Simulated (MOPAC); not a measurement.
Job for MOPAC: AM1 on BHI2O (SMILES OB(I)I), a point of a torsion scan.

```
AM1 1SCF PRECISE CHARGE=0 THREADS=1
BHI2O

O     -0.72327827 1    -0.79691536 1    -0.27049732 1
B      0.23205770 1     0.09240854 1    -0.10794233 1
I      2.19157818 1    -0.49203206 1    -0.65558156 1
I     -0.12137328 1     1.99590000 1     0.79336392 1
H     -1.52319617 1    -0.86488950 1     0.24992350 1
```

Output:

```
*******************************************************************************
 **                                                                           **
 **                              MOPAC v23.2.5                                **
 **                                                                           **
 *******************************************************************************
 ** MOPAC's Digital Object Identifier: https://doi.org/10.5281/zenodo.6511958 **
 **                                                                           **
 ** Please cite the open-source release paper for use of this MOPAC version:  **
 ** J. E. Moussa and J. J. P. Stewart (2026)                                  **
 ** MOPAC: An open-source semiempirical molecular orbital program             **
 ** J. Open Source Softw., 11(119), 8025, https://doi.org/10.21105/joss.08025 **
 *******************************************************************************

                              AM1 CALCULATION RESULTS

 *******************************************************************************
 *  AM1        - The AM1 Hamiltonian to be used
 *
 *
 *
 *                 CHARGE ON SYSTEM = 0
 *
 *
 *
 *  PRECISE    - TIGHTER CRITERIA TO BE USED
 *  1SCF       - DO 1 SCF AND THEN STOP
 *  THREADS=1  - MULTI-THREADING NOT USED
 *  T=         - A TIME OF 172800.0 SECONDS REQUESTED
 *  DUMP=N     - RESTART FILE WRITTEN EVERY 7200.0 SECONDS REQUESTED
 *******************************************************************************
AM1 1SCF PRECISE CHARGE=0 THREADS=1
 BHI2O

   ATOM   CHEMICAL          X               Y               Z
  NUMBER   SYMBOL      (ANGSTROMS)     (ANGSTROMS)     (ANGSTROMS)

     1       O         -0.72327827  *  -0.79691536  *  -0.27049732  *
     2       B          0.23205770  *   0.09240854  *  -0.10794233  *
     3       I          2.19157818  *  -0.49203206  *  -0.65558156  *
     4       I         -0.12137328  *   1.99590000  *   0.79336392  *
     5       H         -1.52319617  *  -0.86488950  *   0.24992350  *



          CARTESIAN COORDINATES

    NO.       ATOM           X           Y           Z

     1         O         -0.7233     -0.7969     -0.2705
     2         B          0.2321      0.0924     -0.1079
     3         I          2.1916     -0.4920     -0.6556
     4         I         -0.1214      1.9959      0.7934
     5         H         -1.5232     -0.8649      0.2499

  H: (AM1): M.J.S. DEWAR ET AL, J. AM. CHEM. SOC. 107 3902-3909 (1985)
  B: (AM1): M.J.S. DEWAR ET AL, ORGANOMETALLICS, 7, 513-521 (1988)
  O: (AM1): M.J.S. DEWAR ET AL, J. AM. CHEM. SOC. 107 3902-3909 (1985)
  I: (AM1): M.J.S. DEWAR AND E. G. ZOEBISCH, THEOCHEM, 180, 1 (1988).

           Empirical Formula: H O B I2  =     5 atoms



      MOLECULAR POINT GROUP   :   C1


      RHF CALCULATION, NO. OF DOUBLY OCCUPIED LEVELS = 12


 -------------------------------------------------------------------------------
 AM1 1SCF PRECISE CHARGE=0 THREADS=1
 BHI2O



     1SCF WAS SPECIFIED, SO BFGS WAS NOT USED
     SCF FIELD WAS ACHIEVED


                              AM1 CALCULATION
                                                       MOPAC v23.2.5 Linux




          FINAL HEAT OF FORMATION =        -54.42348 KCAL/MOL =    -227.70786 KJ/MOL


          COSMO AREA              =        132.60 SQUARE ANGSTROMS
          COSMO VOLUME            =        124.79 CUBIC ANGSTROMS

          IONIZATION POTENTIAL    =         10.420424 EV
          HOMO LUMO ENERGIES (EV) =        -10.420 -1.406
          NO. OF FILLED LEVELS    =         12
          MOLECULAR WEIGHT        =        281.6263         POINT GROUP:  C1

          MOLECULAR DIMENSIONS (Angstroms)

            Atom       Atom       Distance
            H     5    I     3     3.84168
            I     4    O     1     2.98850
            I     3    I     4     0.28289


          SCF CALCULATIONS        =          1





   ATOM   CHEMICAL          X               Y               Z
  NUMBER   SYMBOL      (ANGSTROMS)     (ANGSTROMS)     (ANGSTROMS)

     1       O         -0.72327827  *  -0.79691536  *  -0.27049732  *
     2       B          0.23205770  *   0.09240854  *  -0.10794233  *
     3       I          2.19157818  *  -0.49203206  *  -0.65558156  *
     4       I         -0.12137328  *   1.99590000  *   0.79336392  *
     5       H         -1.52319617  *  -0.86488950  *   0.24992350  *

                             CARTESIAN COORDINATES

   1    O       -0.723278270    -0.796915360    -0.270497320
   2    B        0.232057700     0.092408540    -0.107942330
   3    I        2.191578180    -0.492032060    -0.655581560
   4    I       -0.121373280     1.995900000     0.793363920
   5    H       -1.523196170    -0.864889500     0.249923500


           Empirical Formula: H O B I2  =     5 atoms



      MOLECULAR POINT GROUP   :   C1


                  EIGENVALUES
 -39.41347 -31.53236 -29.61351 -22.58851 -17.71152 -15.56356 -15.14647 -11.31224
 -11.07952 -10.98994 -10.72258 -10.42042  -1.40624   0.49339   1.39477   2.95530
   6.14871


              NET ATOMIC CHARGES AND DIPOLE CONTRIBUTIONS

  ATOM NO.   TYPE          CHARGE      No. of ELECS.   s-Pop       p-Pop
    1          O          -0.305124        6.3051     1.80164     4.50348
    2          B           0.027815        2.9722     1.29065     1.68154
    3          I           0.041801        6.9582     1.97420     4.98400
    4          I          -0.046353        7.0464     1.97618     5.07017
    5          H           0.281862        0.7181     0.71814
 DIPOLE           X         Y         Z       TOTAL
 POINT-CHG.    -0.504    -0.534     0.412     0.842
 HYBRID        -1.513    -0.567     0.147     1.622
 SUM           -2.017    -1.100     0.559     2.365


          ATOMIC ORBITAL ELECTRON POPULATIONS

     Atom    s        px        py        pz
    1  O   1.80164   1.33071   1.59426   1.57851
    2  B   1.29065   0.67847   0.62383   0.37924
    3  I   1.97420   1.13784   1.92572   1.92044
    4  I   1.97618   1.96235   1.30027   1.80755
    5  H   0.71814

 **********************
 *                    *
 * JOB ENDED NORMALLY *
 *                    *
 **********************




 == MOPAC DONE ==
```

The run finished.

Cost: about 0.05 core-seconds (a rough figure).
